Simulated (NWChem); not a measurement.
# C4H3F; SMILES C#CC(=C)F

Give the equilibrium geometry at PBE-D3(BJ)/def2-SVP (NWChem) as a list of bonds and angles, with the point group.

point group Cs; any orientation.
Bond lengths (Å): C1–C2 1.225, C1–H6 1.081, C2–C3 1.428, C3–C4 1.348, C3–F5 1.353, C4–H7 1.097, C4–H8 1.099. Bond angles (°): C2–C1–H6 179.8, C1–C2–C3 179.5, C2–C3–C4 125.8, C2–C3–F5 113.9, C4–C3–F5 120.2, C3–C4–H7 120.1, C3–C4–H8 120.1, H7–C4–H8 119.8.
